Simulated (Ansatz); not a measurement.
Mulliken charges of `[O]=[Hf]` from PBE/def2-TZVPP in Ansatz (PBE0-D4/def2-TZVP geometry).

```csv
atom,x (Å),y (Å),z (Å),charge (e)
O1,-0.732,0.261,-0.371,-0.342
Hf2,0.732,-0.261,0.371,0.342
```

Task: By hand: the dipole of these point charges (1 e Å = 4.8032 D).

Result: Σ q r = (0.501, -0.179, 0.254) e Å, of length 0.590 e Å = 2.83 D.

Task: How does the dipole of the full density compare? (Best estimate.)

Result: Computed: (0.557, -0.198, 0.282) e Å, 3.15 D; the point charges give 0.90 times that, at 0° from its direction.

Point charges leave out the atoms' own dipoles, such as those of lone pairs, and Mulliken's split depends on the basis, so the close match here is no proof of good charges.
